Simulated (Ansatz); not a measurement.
Mulliken charges of `[CH2]1[AlH][InH]1` from PBE/def2-TZVPP in Ansatz (PBE0-D4/def2-TZVP geometry).

```
atom   x (Å)   y (Å)   z (Å)  charge (e)
  C1  -0.613   0.132  -0.657      -0.419
 Al2  -0.455   0.915   1.038       0.216
 In3   1.229  -0.924   0.544       0.250
  H4  -0.897  -0.928  -0.755       0.091
  H5  -0.866   0.635  -1.593       0.079
  H6  -0.488   2.358   1.689      -0.090
  H7   2.090  -2.189  -0.266      -0.127
```

Problem. By hand: the dipole of these point charges (1 e Å = 4.8032 D).

Solution. Σ q r = (0.094, -0.057, 0.323) e Å, of length 0.341 e Å = 1.64 D.

Problem. How does the dipole of the full density compare? (Best estimate.)

Solution. Ansatz gave: (0.067, -0.038, 0.081) e Å, 0.54 D; the point charges give 3.04 times that, at 25° from its direction.

Point charges leave out the atoms' own dipoles, such as those of lone pairs, and Mulliken's split depends on the basis, so the two needn't agree.
